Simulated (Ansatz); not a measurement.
```yaml
crystal:
  periodic: [false, false, false]
  atoms:
    - {symbol: C, position_ang: [-0.919296, -0.166520, -2.758079]}
    - {symbol: N, position_ang: [-0.059400, 0.012012, -1.543964]}
    - {symbol: C, position_ang: [1.395289, -0.127693, -1.905312]}
    - {symbol: C, position_ang: [-0.413879, -1.045669, -0.527583]}
    - {symbol: C, position_ang: [-0.287286, 1.388749, -0.969230]}
    - {symbol: H, position_ang: [-0.745902, -1.172794, -3.180553]}
    - {symbol: H, position_ang: [-1.978341, -0.060812, -2.461237]}
    - {symbol: H, position_ang: [-0.659377, 0.606340, -3.503919]}
    - {symbol: H, position_ang: [1.643561, 0.624035, -2.676564]}
    - {symbol: H, position_ang: [1.993053, 0.049689, -0.988600]}
    - {symbol: H, position_ang: [1.570051, -1.146251, -2.296836]}
    - {symbol: H, position_ang: [-1.439412, -0.866976, -0.160782]}
    - {symbol: H, position_ang: [-0.330063, -2.037588, -1.006250]}
    - {symbol: H, position_ang: [0.293614, -0.979390, 0.313608]}
    - {symbol: H, position_ang: [-1.315477, 1.455045, -0.570170]}
    - {symbol: H, position_ang: [-0.112442, 2.129587, -1.770288]}
    - {symbol: H, position_ang: [0.430512, 1.538977, -0.143466]}
    - {symbol: N, position_ang: [0.469660, 0.802830, 5.655332]}
    - {symbol: C, position_ang: [0.317504, 0.456773, 4.546078]}
    - {symbol: B, position_ang: [0.113618, -0.001398, 3.044088]}
    - {symbol: C, position_ang: [-0.053595, -1.582506, 2.872130]}
    - {symbol: N, position_ang: [-0.180147, -2.719638, 2.611460]}
    - {symbol: C, position_ang: [1.347725, 0.411811, 2.098438]}
    - {symbol: N, position_ang: [2.137050, 0.656219, 1.263435]}
    - {symbol: C, position_ang: [-1.168007, 0.672330, 2.351732]}
    - {symbol: N, position_ang: [-2.049044, 1.102870, 1.706509]}
basis:
  gaussian: {orbitals: def2-TZVP}
magnetization: {spin_polarized: true, initial_magnetization: 2}
hamiltonian: {xc: pbe0, dispersion: d4}
scf: {omitted_lower_state_checks: [starts]}
output: {orbitals: {seedname: orbitals}}
```

```sh
$ ansatz run in.yaml --threads 4 --pin off --events-out ev --progress --plain --max-ram 6963MiB
```

Does this run fit into the memory that it is given?

No. It has 506 basis functions, and Ansatz plans for 8 GiB where 7 GiB are given.
